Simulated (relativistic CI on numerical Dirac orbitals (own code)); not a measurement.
**Level scheme of Zr7+**

Computed by Dirac-Coulomb-Breit CI, separate exchange-only KLI orbitals for each configuration, QED by a radiative potential, unscaled Slater integrals (own radial code, finite nucleus).

Configurations in the expansion (outside the closed core [Ar] 3d10): 4s2 4p3, 4s 4p4, 4p5, 4s2 4p2 4d, 4s 4p3 4d, 4s2 4p2 4f, 4s2 4p2 5s, 4s 4p3 4f, 4p4 4d, 4s2 4p2 5p, 4s 4p2 4d2, 4s2 4p 4d 5p, 4p4 5s, 4s2 4p2 5d, 4s2 4p 4d 4f, 4s 4p3 5s, 4p4 5p, 4s2 4p2 6s, 4s 4p2 4d 5s, 4p4 4f, 4s 4p3 5p, 4s2 4p 5s 5p, 4s2 4p2 6p, 4s2 4p2 5f, 4s2 4p 4f 5s, 4s2 4p2 5g, 4s2 4p2 6d, 4s2 4p 4d2, 4s2 4d3, 4s 4p 4d3, 4s2 4d2 4f, 4s2 4d2 5s, 4s 4p 4d2 4f, 4p3 4d2, 4p2 4d3, 4p2 4d2 4f, 4p2 4d2 5s, 4s2 4p 4f2, 4s2 4d 4f2, 4s 4p 4d 4f2, 4s2 4f3, 4s2 4f2 5s, 4s 4p 4f3, 4s2 4p 4d 5s, 4s 4p 4d2 5s, 4s2 4d 4f 5s, 4s2 4d 5s2, 4s 4p 4d 4f 5s, 4s2 4p 5s2, 4s 4p 4d 5s2, 4s2 4f 5s2, 4s 4p 4f 5s2, 4p3 4f2, 4p2 4d 4f2, 4p2 4f3, 4p2 4f2 5s, 4s2 4p 5p2, 4s2 4d 5p2, 4s 4p 4d 5p2, 4s2 4f 5p2, 4s2 5s 5p2, 4s 4p 4f 5p2, 4s 4p2 4d 4f. Double excitations out of closed p, d and f shells are left out; levels of such configurations are missing from the list, as are those of other unlisted configurations, and high levels can miss mixing partners. These lack a partner that the ground configuration has and come out too high: 4s2 4p2 5p, 4s2 4p2 5d, 4s2 4p2 6s, 4s 4p3 5p, 4s2 4p2 6p.

The lowest level is 4s2 4p3 4S°_3/2, with 90 % of that term; Hund's rules for 4s2 4p3 give 4S° with J = 3/2, in agreement.

```
No.        Configuration  Term     J  E (cm⁻¹)   %  Lifetime (s)         jj configuration (%)
  1              4s2 4p3   4S°   3/2         0  90                                 4p3/2 (46)
  2              4s2 4p3   2D°   3/2     25070  78      1.90e-02           4p1/2 4p3/2^2 (55)
  3              4s2 4p3   2D°   5/2     30684  97      1.86e-01           4p1/2 4p3/2^2 (97)
  4              4s2 4p3   2P°   1/2     49008  96      5.68e-03           4p1/2 4p3/2^2 (96)
  5              4s2 4p3   2P°   3/2     57660  75      2.35e-03                 4p3/2^3 (85)
  6           4s 4p4(3P)    4P   5/2    187222  88      7.89e-10              4s 4p3/2^2 (73)
  7           4s 4p4(3P)    4P   3/2    197043  89      6.89e-10        4s 4p1/2 4p3/2^3 (73)
  8           4s 4p4(3P)    4P   1/2    200798  87      6.30e-10              4s 4p3/2^2 (32)
  9           4s 4p4(1D)    2D   3/2    233274  77      3.12e-10        4s 4p1/2 4p3/2^3 (46)
 10           4s 4p4(1D)    2D   5/2    236068  78      3.75e-10        4s 4p1/2 4p3/2^3 (66)
 11           4s 4p4(3P)    2P   3/2    270252  50      1.16e-10        4s 4p1/2 4p3/2^3 (36)
 12           4s 4p4(1S)    2S   1/2    270333  48      1.12e-10              4s 4p3/2^2 (46)
 13           4s 4p4(1S)    2S   1/2    286781  33      1.43e-10              4s 4p3/2^4 (42)
 14           4p2(3P) 4d    4F   3/2    294885  87      1.71e-09           4p1/2^2 4d3/2 (52)
 15           4p2(3P) 4d    4F   5/2    298795  81      2.12e-09       4p1/2 4p3/2 4d3/2 (49)
 16           4p2(3P) 4d    4F   7/2    304913  85      1.35e-08       4p1/2 4p3/2 4d5/2 (73)
 17           4p2(1D) 4d    2F   5/2    307356  69      2.50e-09       4p1/2 4p3/2 4d3/2 (71)
 18           4p2(3P) 4d    4D   1/2    310298  93      6.43e-10       4p1/2 4p3/2 4d3/2 (75)
 19           4p2(3P) 4d    4D   3/2    311333  87      5.56e-10       4p1/2 4p3/2 4d3/2 (48)
 20           4p2(1D) 4d    2F   7/2    311352  46      1.41e-08       4p1/2 4p3/2 4d5/2 (50)
 21           4p2(3P) 4d    4F   9/2    311699  91      1.51e-02       4p1/2 4p3/2 4d5/2 (57)
 22           4p2(3P) 4d    4D   5/2    316403  60      6.95e-10       4p1/2 4p3/2 4d5/2 (55)
 23           4p2(1D) 4d    2F   7/2    326529  46      1.51e-08           4p3/2^2 4d5/2 (84)
 24           4p2(1D) 4d    2G   7/2    341782  89      1.04e-09       4p1/2 4p3/2 4d3/2 (39)
 25           4p2(3P) 4d    2P   3/2    343444  51      1.61e-11       4p1/2 4p3/2 4d5/2 (41)
 26           4p2(1D) 4d    2G   9/2    345066  90      4.85e-03           4p3/2^2 4d5/2 (57)
 27           4p2(3P) 4d    4P   5/2    352528  81      1.01e-11       4p1/2 4p3/2 4d5/2 (47)
 28           4p2(1D) 4d    2P   1/2    354890  46      1.43e-11       4p1/2 4p3/2 4d3/2 (39)
 29           4p2(3P) 4d    4P   3/2    355528  59      1.24e-11       4p1/2 4p3/2 4d3/2 (31)
 30           4p2(3P) 4d    4P   1/2    359769  63      1.02e-11           4p3/2^2 4d3/2 (52)
 31           4p2(3P) 4d    2D   3/2    359990  64      2.86e-11           4p3/2^2 4d3/2 (35)
 32           4p2(3P) 4d    2D   5/2    370812  85      2.21e-11           4p3/2^2 4d5/2 (43)
 33           4p2(1D) 4d    2D   3/2    379283  75      1.13e-11           4p3/2^2 4d3/2 (39)
 34           4p2(1D) 4d    2D   5/2    379527  86      2.22e-11           4p3/2^2 4d5/2 (46)
 35           4p2(1D) 4d    2P   1/2    385724  75      1.38e-11       4p1/2 4p3/2 4d5/2 (73)
 36           4p2(3P) 4d    2F   5/2    390151  69      7.82e-12       4p1/2 4p3/2 4d3/2 (39)
 37           4p2(1D) 4d    2P   3/2    395118  81      1.31e-11           4p3/2^2 4d5/2 (58)
 38           4p2(1D) 4d    2S   1/2    395476  62      1.27e-11           4p3/2^2 4d5/2 (27)
 39           4p2(3P) 4d    2F   7/2    396160  94      7.74e-12       4p1/2 4p3/2 4d5/2 (52)
 40           4p2(3P) 4d    2D   3/2    411859  92      9.34e-12           4p3/2^2 4d3/2 (52)
 41           4p2(3P) 4d    2D   5/2    412422  68      8.77e-12           4p3/2^2 4d5/2 (66)
 42                  4p5   2P°   3/2    435313  61      1.81e-10                 4p3/2^3 (61)
 43  4s 4p3(4S°)<5S°> 4d   6D°   1/2    437319  98      9.34e-09  4s 4p1/2 4p3/2^2 4d3/2 (51)
 44  4s 4p3(4S°)<5S°> 4d   6D°   3/2    437633  97      5.81e-09  4s 4p1/2 4p3/2^2 4d3/2 (47)
 45  4s 4p3(4S°)<5S°> 4d   6D°   5/2    438033  97      1.13e-08  4s 4p1/2 4p3/2^2 4d3/2 (35)
 46  4s 4p3(4S°)<5S°> 4d   6D°   7/2    438607  97      2.32e-08  4s 4p1/2 4p3/2^2 4d5/2 (29)
 47  4s 4p3(4S°)<5S°> 4d   6D°   9/2    439552  97      6.05e-08  4s 4p1/2 4p3/2^2 4d5/2 (53)
 48                  4p5   2P°   1/2    450394  60      1.89e-10           4p1/2 4p3/2^4 (60)
 49  4s 4p3(4S°)<5S°> 4d   4D°   5/2    472196  81      1.13e-09          4s 4p3/2 4d5/2 (30)
 50           4p2(3P) 5s    4P   1/2    472693  81      4.17e-11              4p1/2^2 5s (78)
 51  4s 4p3(4S°)<5S°> 4d   4D°   3/2    473114  78      1.06e-09          4s 4p3/2 4d5/2 (27)
 52  4s 4p3(4S°)<5S°> 4d   4D°   7/2    473829  88      1.77e-09  4s 4p1/2 4p3/2^2 4d5/2 (61)
 53  4s 4p3(4S°)<5S°> 4d   4D°   1/2    475498  93      1.12e-09  4s 4p1/2 4p3/2^2 4d5/2 (47)
 54  4s 4p3(2D°)<3D°> 4d   4F°   3/2    480788  77      8.54e-10  4s 4p1/2 4p3/2^2 4d3/2 (53)
 55           4p2(3P) 5s    4P   3/2    482229  92      5.04e-11          4p1/2 4p3/2 5s (95)
 56  4s 4p3(2D°)<3D°> 4d   4F°   5/2    482956  78      8.64e-10  4s 4p1/2 4p3/2^2 4d3/2 (59)
 57  4s 4p3(2D°)<3D°> 4d   4F°   7/2    485660  81      9.20e-10  4s 4p1/2 4p3/2^2 4d3/2 (47)
 58           4p2(3P) 5s    2P   1/2    489034  84      1.55e-11          4p1/2 4p3/2 5s (89)
 59  4s 4p3(2D°)<3D°> 4d   4F°   9/2    489438  84      1.16e-09  4s 4p1/2 4p3/2^2 4d5/2 (63)
 60           4p2(3P) 5s    4P   5/2    489772  81      4.98e-11          4p1/2 4p3/2 5s (70)
 61  4s 4p3(2D°)<3D°> 4d   4G°   5/2    496475  81      9.76e-10  4s 4p1/2 4p3/2^2 4d3/2 (33)
 62           4p2(3P) 5s    2P   3/2    496646  66      1.67e-11          4p1/2 4p3/2 5s (85)
 63  4s 4p3(2D°)<3D°> 4d   4G°   7/2    497651  77      9.51e-10  4s 4p1/2 4p3/2^2 4d3/2 (32)
 64  4s 4p3(2D°)<3D°> 4d   4G°   9/2    499451  77      1.09e-09  4s 4p1/2 4p3/2^2 4d5/2 (48)
 65  4s 4p3(2D°)<3D°> 4d   2S°   1/2    501927  79      4.91e-10  4s 4p1/2 4p3/2^2 4d5/2 (39)
 66  4s 4p3(2D°)<3D°> 4d   4G°  11/2    502211  90      1.15e-09  4s 4p1/2 4p3/2^2 4d5/2 (90)
 67           4p2(1D) 5s    2D   5/2    512977  81      3.10e-11              4p3/2^2 5s (70)
 68           4p2(1D) 5s    2D   3/2    514810  67      2.21e-11              4p3/2^2 5s (83)
 69  4s 4p3(2D°)<3D°> 4d   2G°   9/2    515285  68      1.19e-09  4s 4p1/2 4p3/2^2 4d3/2 (51)
 70  4s 4p3(2D°)<3D°> 4d   2G°   7/2    515596  77      1.07e-09  4s 4p1/2 4p3/2^2 4d5/2 (28)
```

Energies count from the lowest computed level; ° marks odd parity; lifetimes are radiative, by E1, M1, E2 decay to levels of this space only. Percentages are summed over parent terms; the parents shown are those of the largest component, closed shells are left out there, and <> holds an intermediate term. Filled j subshells are mostly left out of the jj labels.

The mean weight of the leading LS term, summed over parents, in these 70 levels is 78 %, and that of the leading jj configuration (from the same eigenvectors) 55 %, so LS coupling describes them better.

At this charge configurations can still be misplaced by up to about 7 % of their energy.

LS names give the leading component of a level, which can be under half, so a name can repeat, a term be missing and a line seem to break the LS rules.
